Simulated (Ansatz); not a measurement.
`C=N[SiH2]O[SiH3]` + HBr → `[SiH3]O[SiH2]Br` + `C=N` at 400 K and 1 bar (ligand exchange at the Si–N bond).

Calculated with Ansatz (gas phase, PBE0-D4/def2-TZVP geometries, no zero-point term in ΔE). CCSD(T)/CBS adds triple-zeta CCSD(T) − MP2 to the extrapolated MP2 energy (def2 sets, frozen cores). This one scheme is used for every species. For Br outer-core shells are correlated without core-valence functions, which leaves a few kJ/mol of doubt a bond. Scalar relativity is left out up to krypton. One conformer a species, not always the lowest.

| species | CCSD(T)/CBS energy (Eh) | H − E (kJ/mol) | S (J/(mol·K)) |
| --- | --- | --- | --- |
| `C=N[SiH2]O[SiH3]` | -750.37116 | 242.8 | 424.4 |
| HBr | -2573.91920 | 27.6 | 207.2 |
| `[SiH3]O[SiH2]Br` | -3229.78766 | 159.7 | 408.7 |
| `C=N` | -94.52360 | 119.4 | 238.9 |

H − E and S are ideal-gas, rigid-rotor, harmonic terms from PBE0-D4/def2-TZVP, for one conformer and one mirror image of each species. 1 Eh = 2625.50 kJ/mol, R = 8.31446 J/(mol·K).

Question: By hand: ΔE, ΔH, ΔS and ΔG.

Answer: ΔE = (-3229.78766) + (-94.52360) − (-750.37116) − (-2573.91920) = -0.02090 Eh = -54.9 kJ/mol. Δ(H − E) = 159.7 + 119.4 − 242.8 − 27.6 = 8.7, so ΔH = -46.2 kJ/mol. ΔS = 408.7 + 238.9 − 424.4 − 207.2 = 16.0 J/(mol·K). ΔG = -46.2 − 400 × (16.0)/1000 = -52.6 kJ/mol.

Question: By hand: the equilibrium constant, and the temperature at which ΔG would vanish if ΔH and ΔS stayed fixed.

Answer: log₁₀ K = −ΔG/(RT ln 10) = 6.9. ΔH and −TΔS have one sign here, so there is no such temperature.

ΔH outweighs TΔS. A doubt of 5 kJ/mol in ΔE shifts log₁₀ K by 0.7 here. Other conformers and mirror images would add mixing entropy, several J/(mol·K) or more a flexible species. Modes under 60 cm⁻¹, often nearly free rotors, make the harmonic entropy too high. These are equilibria of isolated gas molecules and say nothing of rates. Largest T1 diagnostic: 0.013 (customary marks: 0.02 for closed shells, 0.045 for open ones).
